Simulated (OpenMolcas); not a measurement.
## Cl3+: effect of the active space

| Quantity | Value |
| --- | --- |
| Program | OpenMolcas |
| Method | CASSCF or its RAS form |
| Basis | ANO-RCC-VQZP |
| Scalar Hamiltonian | DKH2, point nucleus |
| Spin-orbit coupling | RASSI with atomic mean-field integrals over the reference wave functions, term energies averaged over their components |

A. 2 electrons in 3 orbitals (3p); 2S+1 = 3 even, 3 roots; 2S+1 = 1 even, 6 roots; cost roughly 2.4 core-seconds
B. 4 electrons in 4 orbitals (3s 3p); 2S+1 = 3 even, 6 roots; 2S+1 = 1 even, 12 roots; 2S+1 = 5 odd, 1 root; 2S+1 = 3 odd, 9 roots; 2S+1 = 1 odd, 8 roots; cost roughly 14 core-seconds
C. 4 electrons in 8 orbitals (3s 3p 4s 4p); 2S+1 = 3 even, 3 roots; 2S+1 = 1 even, 12 roots; 2S+1 = 5 odd, 1 root; 2S+1 = 3 odd, 9 roots; 2S+1 = 1 odd, 8 roots; cost about 19 core-seconds
D. 2 electrons in 9 orbitals (RAS2 3p; RAS3 3d 4s, at most 1 electron); 2S+1 = 3 even, 3 roots; 2S+1 = 1 even, 6 roots; 2S+1 = 3 odd, 18 roots; 2S+1 = 1 odd, 18 roots; cost about 19 core-seconds
E. 4 electrons in 9 orbitals (RAS2 3s 3p; RAS3 3d, at most 2 electrons); 2S+1 = 3 even, 6 roots; 2S+1 = 1 even, 12 roots; 2S+1 = 5 odd, 1 root; 2S+1 = 3 odd, 9 roots; 2S+1 = 1 odd, 8 roots; cost of the order of 27 core-seconds

Energies in cm-1 above 3s2 3p2 3P0, the measured ground level; measured values from Moore, Atomic Energy Levels, vol. I, NSRDS-NBS 35 (1971 reprint of NBS Circular 467, 1949).

| Level | A | B | C | D | E | Measured |
| --- | --- | --- | --- | --- | --- | --- |
| 3s2 3p2 3P0 | 0.0 | 0.0 | 0.0 | 0.0 | 0.0 | 0.0 |
| 3s2 3p2 3P1 | 439 | 439 | 435 | 439 | 425 | 491 |
| 3s2 3p2 3P2 | 1233 | 1212 | 1201 | 1233 | 1186 | 1341 |
| 3s2 3p2 1D2 | 16893 | 16901 | 16702 | 16893 | 16067 | 13766 |
| 3s2 3p2 1S0 | 40737 | 30838 | 30153 | 40737 | 35945 | 32550 |

Deviations, from unrounded energies. A percentage is the sum of absolute deviations over the sum of measured energies, with the sign that they share, or ± where signs differ.

```tsv
Against measurement	Levels	A	B	C	D	E
mean absolute deviation (cm-1)	4	2900	1300	1400	2900	1500
fine structure of the ground term (%)	2	-8.7	-9.9	-10.7	-8.7	-12.1
other terms of the ground configuration (%)	2	+24.4	±10.5	±11.5	+24.4	+12.3
```

B lies closest to measurement on these levels and A furthest from it. The largest miss of B in the table is 3s2 3p2 1D2, by +3100 cm-1. The ranking rests on the paired levels alone, and a cruder setting can come out closer through cancelling errors.

Among A to E the level of the table that moves most is 3s2 3p2 1S0, by 11000 cm-1 (lowest in C, highest in A).

With the s shell closed, the reference lacks s² → p² mixing (holds for A; D). Active for correlation alone: 4p 4s; no level in the range computed is led by a configuration that fills them, so any true level of that kind is missing (holds for C). Active for correlation alone: 3d; no level in the range computed is led by a configuration that fills it, so any true level of that kind is missing (holds for E). Computed and measured levels are paired by configuration, term and J; levels that our copy of the source lacks, or whose pairing is in doubt (as where it misses far off the trend of its configuration), stay unpaired and out of the deviations. Only configurations of the active space appear. The table leaves out levels that lie high or whose names do not pair safely across all columns.
